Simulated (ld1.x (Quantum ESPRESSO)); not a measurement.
Ca (Z = 20): excitation energies, all-electron against RRKJ

ld1.x (Quantum ESPRESSO) 7.5 input, shortened:

```
&input
   title='Ca', zed=20., rel=1, dft='PBE', iswitch=3,
   config='[Ar] 3d1 4s1 4p0'
 /
 &inputp
   pseudotype=2, tm=.false., rho0=0.001, lloc=0,
   nlcc=.true., rcore=1.48
 /
3
3P  2  1   6.00   0.00  1.95  1.95  0.0
3D  3  2   1.00   0.00  2.00  2.00  0.0
4S  1  0   1.00   0.00  3.00  3.00  0.0
 &test
   configts(1)='3p6 3d1 4s1 4p0'
 /
```

Energies are relative to the spin-unpolarised reference configuration 3p6 3d1 4s1 4p0; without spin polarisation the order of configurations can differ from experiment.

| valence configuration | charge | ΔE all-electron (eV) | error AE − PS (meV) |
| --- | --- | --- | --- |
| 3p6 3d0 4s2 4p0 | 0 | -2.282 | -45 |
| 3p6 3d0 4s0 4p0 | +2 | 15.848 | -11 |
| 3p6 3d0 4s1.5 4p0 | +0.5 | 0.221 | -35 |
| 3p5 3d0 4s2 4p0 | +1 | 32.386 | -584 |
| 3p6 3d1 4s0 4p0 | +1 | 5.406 | -11 |
| 3p6 3d0 4s0 4p1 | +1 | 7.075 | -746 |

(1) What are ΔE and the potential's error for 3p6 3d0 4s1 4p0?

## Answers

(1) ΔE = 4.027 eV all-electron; the error (AE − PS) is -23 meV.
